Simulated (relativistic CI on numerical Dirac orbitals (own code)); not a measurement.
**Radial parameters of Ni¹⁸⁺**

Method of calculation: Dirac-Coulomb-Breit CI, KLI orbitals optimised for each configuration, QED by a radiative potential, unscaled Slater integrals (own radial code, finite nucleus).

Slater integrals F^k, G^k are unscaled and averaged over j, outside the closed core 1s2; ζ comes from projecting the Hamiltonian with its Breit term on Σ l·s of the shell.

- 2s²2p⁵3s: ζ(2p) = 95151, G^1(2p,3s) = 44088 cm⁻¹; <r>(2p) = 0.2073, <r^2>(2p) = 0.05232, <r>(3s) = 0.5929, <r^2>(3s) = 0.3992 (bohr units).
- 2s²2p⁵3p: ζ(2p) = 95085, F^2(2p,3p) = 112270, G^0(2p,3p) = 44868, G^2(2p,3p) = 48899, ζ(3p) = 21918 cm⁻¹; <r>(2p) = 0.2075, <r^2>(2p) = 0.05243, <r>(3p) = 0.5794, <r^2>(3p) = 0.3863 (bohr units).
- 2s²2p⁵3d: ζ(2p) = 95259, F^2(2p,3d) = 142780, G^1(2p,3d) = 130450, G^3(2p,3d) = 75163, ζ(3d) = 2238.7 cm⁻¹; <r>(2p) = 0.2075, <r^2>(2p) = 0.05246, <r>(3d) = 0.5188, <r^2>(3d) = 0.3105 (bohr units).

Averages of the first 10 configurations, taken without configuration mixing, which lowers the lowest level and can move excited configurations by several eV; other configurations of the list can lie among them:

| Configuration | Parity | States | Average energy above the lowest level (eV) |
| --- | --- | --- | --- |
| 2s²2p⁶ | even | 1 | 0.0 |
| 2s²2p⁵3s | odd | 12 | 886.9 |
| 2s²2p⁵3p | even | 36 | 926.9 |
| 2s²2p⁵3d | odd | 60 | 977.4 |
| 2s2p⁶3s | even | 4 | 1034.4 |
| 2s2p⁶3p | odd | 12 | 1073.1 |
| 2s2p⁶3d | even | 20 | 1123.2 |
| 2s²2p⁵4s | odd | 12 | 1193.2 |
| 2s²2p⁵4p | even | 36 | 1209.3 |
| 2s²2p⁵4d | odd | 60 | 1228.1 |
